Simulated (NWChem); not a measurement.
C4H3Br; SMILES C#C/C=C\Br

Results from NWChem. Structure relaxed at the PBE0/def2-SVP level. Level: PBE0/def2-SVP with SMD (1 M gas to 1 M solution), gas-phase geometry.

For solvent n-hexane:

```
Item                                         Value
-------------------------------------------  -----
solvation free energy (kcal/mol)              -4.5
cavity-dispersion-structure term (kcal/mol)   -2.4
dipole in solution (D)                        1.17
```

Estimate the same quantities for solvent water.


| Item | Result |
|---|---|
| solvation free energy (kcal/mol) | -1.3 |
| cavity-dispersion-structure term (kcal/mol) | 3.5 |
| dipole in solution (D) | 1.43 |
